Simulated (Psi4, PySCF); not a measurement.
PySCF was given this input:
```python
from pyscf import gto, scf, dft

mol = gto.Mole()
mol.atom = '''
    C     0.000708    1.571299   -0.363228
    S    -0.000991    0.130738    0.536576
    C     0.000784   -1.561197   -0.442108
    H     0.907034    1.716463   -0.964811
    H    -0.903377    1.716504   -0.968163
    H    -0.000609   -2.352947    0.300181
    H    -0.891040   -1.616197   -1.061855
    H     0.894894   -1.616237   -1.058548
'''
mol.basis = '6-311g**'
mol.charge = -1
mol.spin = 0
mol.verbose = 4
mol.build()

mf = dft.RKS(mol)
mf.xc = 'r2scan'
mf.grids.atom_grid = (99, 590)
mf.grids.prune = None
mf.kernel()
```

Problem. Convert this to an input for Psi4.

Solution. One answer among several that fit: 
```
memory 2 GB

molecule mol {
-1 1
  C     0.000708    1.571299   -0.363228
  S    -0.000991    0.130738    0.536576
  C     0.000784   -1.561197   -0.442108
  H     0.907034    1.716463   -0.964811
  H    -0.903377    1.716504   -0.968163
  H    -0.000609   -2.352947    0.300181
  H    -0.891040   -1.616197   -1.061855
  H     0.894894   -1.616237   -1.058548
}

set basis 6-311g**
set reference rks
set scf_type pk
set puream true
set d_convergence 1e-8
set dft_radial_points 99
set dft_spherical_points 590

energy('r2scan')
print_variables()
```

Both were run: PySCF gave -477.309457 Eh and Psi4 -477.309464 Eh, 0.008 mEh apart.
